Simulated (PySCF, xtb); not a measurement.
BClH, SMILES [BH]Cl (connectivity only; charge and spin as stated), charge +1, multiplicity 1.

Harmonic wavenumbers (cm⁻¹) from GFN2-xTB run with xtb 6.7.1 at its own minimum, in rising order: 648, 648, 1273, 2716.

**Question.** What does PySCF 2.14.0 with ωB97X-D3(BJ)/def2-TZVPD give at its own minimum? (The exact figures need the calculation; the answer reports its results.)

**Answer.** 726, 726, 1149, 2862. Paired by order, the mean absolute difference is 107 cm⁻¹ and the zero-point energies are 7.6 and 7.8 kcal/mol.
